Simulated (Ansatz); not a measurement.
Relaxation of C2H7AlN2Si (13 atoms, charge 0, multiplicity 1), to a largest force component of 0.02 eV/Å in at most 40 steps.

These are results of Ansatz, RKS r2SCANh-D4/STO-3G, not measurements.

```xyz
13
Properties=species:S:1:pos:R:3
C -0.499 -2.526 -0.115
C 0.086 -1.336 0.036
N 1.289 -0.563 0.555
Si 0.196 0.366 -0.202
N 0.669 0.872 -1.836
Al -0.934 1.881 1.272
H -0.082 -3.397 0.244
H -1.468 -2.485 -0.634
H 2.252 -0.574 1.090
H 1.311 1.691 -1.647
H -0.186 1.249 -2.291
H -2.397 1.579 1.806
H -0.215 3.208 1.735
```

Problem. Where does it end, and by what steps?

Solution. The run converged. Limits of this set-up: minimal basis. After 31 steps the energy has fallen by 1.900 eV; H11 moved furthest, 1.54 Å.

```tsv
step	energy less start (eV)	largest force component (eV/Å)	accepted
0	0.0000	6.015	yes
2	-1.3801	0.783	yes
4	-1.4767	0.713	yes
6	-1.5498	0.870	yes
8	-1.7382	0.656	yes
10	-1.8091	0.680	yes
12	-1.7200	1.514	no
14	-1.8616	0.146	yes
16	-1.8676	0.494	no
18	-1.8795	0.079	yes
20	-1.8841	0.386	yes
22	-1.8802	0.257	no
24	-1.8980	0.078	yes
26	-1.8987	0.034	yes
28	-1.8999	0.051	yes
30	-1.9002	0.021	yes
31	-1.9002	0.012	yes
```

```xyz
13
Properties=species:S:1:pos:R:3
C -0.540 -2.431 -0.348
C -0.104 -1.248 0.082
N 0.982 -0.782 0.944
Si 0.103 0.556 0.086
N 1.000 1.128 -1.339
Al -0.913 2.146 1.391
H -0.051 -3.370 -0.076
H -1.411 -2.515 -0.999
H 1.924 -1.101 0.583
H 0.476 1.896 -1.820
H 1.068 0.377 -2.064
H -1.376 1.803 2.772
H -1.136 3.506 0.803
```

Whether the end is a true minimum wasn't checked by a vibrational analysis.

Time of the run: 2 min on 1 thread of Arm Neoverse V2, with other jobs on the host, peak memory 0.15 GiB.
